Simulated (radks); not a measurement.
Coulomb parameter of the 4f shell of neutral neodymium in the model configuration [Xe] 4f3 6s2 6p1, as a second difference U = [E(n + 0.25) + E(n - 0.25) - 2 E(n)] / (0.25)^2 with all orbitals relaxed. "Bare": the charge of the atom changes with n. "Screened": the 6p shell takes up the change at fixed total charge, which measures U(4f,4f) + U(6p,6p) - 2 U(4f,6p). Calculated with a radial shooting solver on a logarithmic mesh with Libxc functionals: scalar-relativistic Kohn-Sham, PBEsol, spin-unpolarised, spherical densities, finite nucleus; Fermi nuclear charge, rms radius 4.9123 fm.

case                     configuration  E - E(n) (eV)
start                 [Xe] 4f3 6s2 6p1          0.000
bare +0.25         [Xe] 4f3.25 6s2 6p1         -2.108
bare -0.25         [Xe] 4f2.75 6s2 6p1          2.975
screened +0.25  [Xe] 4f3.25 6s2 6p0.75         -1.728
screened -0.25  [Xe] 4f2.75 6s2 6p1.25          2.251

U(bare) = 13.877 eV, U(screened by 6p) = 8.368 eV, against the Slater integral F0(4f,4f) = 25.717 eV with frozen orbitals. The step up makes a negative ion, whose loosely bound charge lowers the bare value.
